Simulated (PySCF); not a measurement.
## H2TaO, doublet: data card

All numbers come from UPBE0 in PySCF with Ta def2-TZVP with ECP60, O def2-TZVP, H def2-TZVP; scalar-relativistic core potentials, no spin–orbit coupling; density-fitted integrals.

The structure is a minimum.

```xyz
4
charge 0 multiplicity 2, angstrom
Ta    0.1224    0.0000    0.0461
O    -1.4923    0.0000   -0.4665
H     0.7935   -1.5330   -0.5751
H     0.7935    1.5330   -0.5751
```

| Property | Result |
| --- | --- |
| Point group | Cs |
| Bond lengths | Ta–H 1.785 Å (×2), Ta–O 1.694 Å |
| Bond angles | H–Ta–H 118.4°, H–Ta–O 104.7° (×2) |
| Highest occupied level (α) | -6.21 eV |
| Zero-point energy | 39.2 kJ/mol |
| Dipole moment | 3.62 D |
| Rotational symmetry number | 1 |
| Principal quadrupole moments (Buckingham, traceless) about the centre of mass | -2.11, -1.24, 3.35 D Å |
| Lowest empty level (α) | -2.53 eV |
| Principal polarisabilities | 44.9, 48.2, 59.9 bohr³ |
| Enthalpy at 298.15 K above 0 K | 11.29 kJ/mol |
| Spin squared ⟨S²⟩ | 0.756 |
| Heat capacity Cp at 298.15 K | 47.7 J/(mol K) |
| Entropy at 298.15 K and 1 bar (electronic part: spin only) | 274.6 J/(mol K) |
| Atomisation energy without zero-point energy | 1351 kJ/mol |
| Rotational constants | 2.82, 0.382, 0.3539 cm⁻¹ |

Harmonic modes (masses in u: Ta 180.948, O 15.995, H 1.008):
| symmetry | ω (cm⁻¹) | IR (km/mol) | type |
| --- | --- | --- | --- |
| a' | 508 | 77.7 | bend |
| a'' | 585 | 3.3 | bend |
| a' | 722 | 35.0 | bend |
| a' | 1044 | 159 | stretch |
| a'' | 1836 | 353 | stretch |
| a' | 1853 | 111 | stretch |

Charges (e):
```csv
atom,Mulliken,Löwdin,polar tensor,spin (Mulliken),Mayer order to Ta1
Ta1,0.75,0.52,1.28,1.13,–
O2,-0.47,-0.25,-0.71,-0.08,2.29
"H3,4",-0.14,-0.14,-0.28,-0.03,0.97
```

Mulliken populations on Ta1 (electrons outside its core potential): s 2.83, p 6.37, d 2.98, f 0.07.

Outer orbital energies (eV). α occupied: -24.99, -10.34, -10.21, -10.20, -9.75, -8.66, -6.21; empty: -2.53, -2.28, -1.12, 0.01. β occupied: -25.10, -10.33, -10.24, -10.20, -9.65, -8.61; empty: -2.23, -2.15, -1.59, -0.82.

Other isomers or separated fragments may lie lower. With open d or f shells other occupations or spin states may lie lower. No spin–orbit coupling is included, which matters more the heavier the element.

The final relaxation and frequency run took 88 s on 2 threads of a shared Arm Neoverse N1 host, with 83 basis functions and 16 gradients; the process peaked at 0.98 GiB. Launch command: `OMP_NUM_THREADS=2 python axn.py task.json out`.
